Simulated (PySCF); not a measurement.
**Antimony: a sound run and one with changed settings**

Sound run: Sb⁺ [Kr] 4d10 5s2 5p2, Sb²⁺ [Kr] 4d10 5s2 5p1. Computed with PySCF 2.14 in cc-pVDZ-PP with ECP28MDF (4s3p2d, 23 functions), with scalar relativity through the core potential. In the sound run the correlated levels freeze 4s2 4p6 4d10 outside the core potential. The sound run starts from symmetry-adapted Hartree-Fock orbitals and uses a fine grid where one is needed.

Changed run: a valence shell is frozen. This setting is unsound on purpose.

```json
{"species": "Sb⁺", "method": "MP2", "sound run (hartree)": "-238.99229", "changed run (hartree)": "-238.96012", "converged": "yes"}
{"species": "Sb⁺", "method": "CCSD(T)", "sound run (hartree)": "-239.00703", "changed run (hartree)": "-238.96174", "converged": "yes"}
```

Ionisation energy of Sb⁺:

```
 method  sound run (eV)  changed run (eV)
    UHF          16.002            16.002
    MP2          16.221            16.097
SCS-MP2          16.167            16.034
   CCSD          16.249            16.141
CCSD(T)          16.254            16.141
  CCSDT             n/a            16.141
    FCI             n/a            16.141
```

Freezing a valence shell removes pair correlation that changes on ionisation.

For comparison, NIST gives 16.626 ± 0.025 eV between the lowest levels.
